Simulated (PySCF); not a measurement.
Electron correlation in Pt³⁺ (platinum, charge +3)

Starting occupation: [Xe] 4f14 5d7, 5d3/2 with m_j = -3/2, -1/2, +1/2, +3/2, 5d5/2 with m_j = +1/2, +3/2, +5/2. Calculation: PySCF 2.14, in x2c-TZVPall-2c; X2C-1e with screened-nucleus spin-orbit coupling, Gaussian nucleus. Frozen: [Kr] 4d10 4f14; 15 electrons correlated; the 34 highest virtual spinors left out.

MP2 pair energies summed by pair of shells (mhartree):

```json
{"pair": "5d-5p", "energy": "-94.50", "share (%)": "37.6"}
{"pair": "5d-5d", "energy": "-92.10", "share (%)": "36.7"}
{"pair": "5p-5p", "energy": "-34.97", "share (%)": "13.9"}
{"pair": "5p-5s", "energy": "-14.55", "share (%)": "5.8"}
{"pair": "5d-5s", "energy": "-12.38", "share (%)": "4.9"}
{"pair": "5s-5s", "energy": "-2.72", "share (%)": "1.1"}
```

Total MP2 correlation energy: -251.22 mhartree.

The GHF reference relaxed away from the jj start to a determinant that is no pure jj level (⟨S²⟩ = 3.49, ⟨J²⟩ = 24.76); the energies belong to that determinant.

This basis was not built for core-valence correlation, so the inner-shell part is incomplete.
